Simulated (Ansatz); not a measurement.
Program: Ansatz. Geometries: PBE0-D4/def2-TZVP. ΔE: electronic, gas phase. CCSD(T)/CBS adds triple-zeta CCSD(T) − MP2 to the extrapolated MP2 energy (def2 sets, frozen cores). Functionals use def2-TZVPP. For Ge, Se outer-core shells are correlated without core-valence functions, which leaves a few kJ/mol of doubt a bond. Scalar relativity is left out up to krypton. One conformer a species, not always the lowest.

Reaction (cleavage of the Si–Ge bond): `Cl[SiH2][GeH2][Cl]` + `B[SeH]` → `B[Se][SiH2]Cl` + `[Cl][GeH3]`

`Cl[SiH2][GeH2][Cl]`:

Z-matrix (Å, degrees):
```
Si
Ge 1 2.383
Cl 1 2.053 2 108.5
H 1 1.482 2 110.2 3 119.1
H 1 1.484 2 110.7 3 -119.0
Cl 2 2.162 1 106.3 3 -63.6
H 2 1.535 1 113.3 3 53.2
H 2 1.538 1 113.2 3 179.8
```

`B[SeH]`:

Cartesian coordinates in Å:
```
B 0.509 0.200 -0.328
Se -1.345 -0.137 -0.094
H 1.290 -0.048 0.533
H 0.820 0.668 -1.378
H -1.275 -0.683 1.269
```

`B[Se][SiH2]Cl`:

Z-matrix (Å, degrees):
```
Si
Se 1 2.280
Cl 1 2.050 2 111.3
H 1 1.479 2 107.9 3 118.1
H 1 1.478 2 109.6 3 -119.5
B 2 1.913 1 97.3 3 83.9
H 6 1.191 2 116.3 1 -179.5
H 6 1.191 2 120.9 1 0.9
```

`[Cl][GeH3]`:

Z-matrix (Å, degrees):
```
Ge
Cl 1 2.155
H 1 1.532 2 107.1
H 1 1.532 2 107.1 3 -120.0
H 1 1.532 2 107.1 3 120.0
```

```csv
level,ΔE (kJ/mol),difference from CCSD(T)/CBS
PBE-D4,-36.9,9.3
r2SCAN-D4,-42.6,3.6
PBE0-D4,-40.9,5.3
ωB97X-V,-43.5,2.7
ωB97M-V,-45.7,0.5
PBE,-36.2,10.0
r2SCAN,-42.6,3.6
PBE0,-40.6,5.6
HF/def2-TZVPP,-50.4,-4.2
MP2/def2-TZVPP,-52.2,-6.0
SCS-MP2/def2-TZVPP,-50.0,-3.8
CCSD/def2-TZVPP,-43.4,2.8
HF/def2-QZVPP,-51.1,-4.9
MP2/def2-QZVPP,-53.9,-7.7
SCS-MP2/def2-QZVPP,-51.8,-5.6
HF/CBS(def2),-51.2,-5.0
CCSD(T)/CBS,-46.2,0
```

Largest T1 diagnostic among the species: 0.013.

From PBE to PBE0 (25 % exact exchange), in def2-TZVPP and without D4, ΔE moves by −4.3 kJ/mol.
